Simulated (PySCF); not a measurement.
What settings do to a single point of WO2Br2

The sound run of WO2Br2 (singlet) uses PySCF 2.14.0, RKS PBE, W def2-SVP with ECP60, O def2-SVP, Br def2-SVP; non-relativistic Hamiltonian with scalar-relativistic core potentials where named; density fitting; no spin-orbit coupling, grid (50, 194), threshold 1e-8 Eh and 55 cycles, at the relaxed geometry:

```xyz
5

W     0.0000    0.0000    0.4174
O     0.9691    0.9691    1.4489
O    -0.9691   -0.9691    1.4489
Br    1.4426   -1.4426   -0.8960
Br   -1.4426    1.4426   -0.8960
```

There W1 has a Mulliken charge of 0.85 e and the dipole about the centre of mass is 2.03 D. Each run below changes one thing and starts from free metal ions and neutral atoms unless it says otherwise; with 55 cycles, smearing, a level shift and second-order steps follow where DIIS fails, and their cycles count. Energy shifts count from the sound run.

```tsv
change	outcome	cycles	energy shift (eV)	largest force component (eV/Å)	charge on W1 (e)	dipole about the centre of mass (D)
all coordinates × 1.12	converged	21	2.72	5.55	0.92	2.08
threshold 0.001	converged	11	0.0035	0.03	0.82	2.02
grid (99, 590)	converged	15	-0.0025	0.03	0.85	2.03
```

(1) One further run converged with energy shift (eV) 36.34, largest force component (eV/Å) 16.39, charge on W1 (e) -1.53, dipole about the centre of mass (D) 0.73. Which change was it?
A. start from a density of up to 30 smeared cycles (not counted)
B. Br4 put 0.8 Å from W1, limit 70 cycles
C. spin (2S) set to 12, limit 93 cycles

(2) And the other changes listed?

Unsound on purpose, so not properties of the compound: spin (2S) set to 12, limit 93 cycles.

Forces carry noise of the integration grid, about 0.01 to 0.03 eV/Å.

No other spin state of this charge was computed.

Answers

(1) C.

(2) 
```csv
change,outcome,cycles,energy shift (eV),largest force component (eV/Å),charge on W1 (e),dipole about the centre of mass (D)
"Br4 put 0.8 Å from W1, limit 70 cycles",not converged,70,–,–,–,–
start from a density of up to 30 smeared cycles (not counted),converged,8,0.0000,0.01,0.85,2.03
```
